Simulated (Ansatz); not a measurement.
Consider the redistribution: `[F][Hf]([F])([SH])[Cl]` + `[NH2][In]([F])[Br]` → `[F][Hf]([F])([Cl])[Br]` + `[NH2][In]([F])[SH]`.

Program: Ansatz. Geometries: PBE0-D4/def2-TZVP. ΔE: electronic, gas phase. CBS: MP2 limit from def2 TZ/QZ plus the TZ coupled-cluster correction, frozen cores. Functionals use def2-TZVPP. B3LYP here is the variant with VWN-RPA as its local correlation; programs differ in this. def2 core potentials past Kr. For Br, Hf, In outer-core shells are correlated without core-valence functions, which leaves a few kJ/mol of doubt a bond. Scalar relativity is left out up to krypton. One conformer a species, not always the lowest.

```
             level  ΔE (kcal/mol)
         r2SCAN-D4           -6.7
           PBE0-D4           -6.4
           ωB97X-V           -6.4
              PBE0           -6.4
             B3LYP           -6.5
SCS-MP2/def2-TZVPP           -7.2
    MP2/def2-QZVPP           -7.4
SCS-MP2/def2-QZVPP           -7.0
```

Question: What does CCSD(T)/CBS give? (An estimate is asked.)

Answer: The calculation gave: -6.8 kcal/mol. The listed levels differ from it by 0.1, 0.4, 0.4, 0.4, 0.3, -0.4, -0.6, -0.2 kcal/mol.

Largest T1 diagnostic among the species: 0.016.

In def2-TZVPP, CCSD(T) changes the Hartree–Fock value by −1.0 kcal/mol (the triples alone add −0.0 kcal/mol) and MP2 by −1.6 kcal/mol.
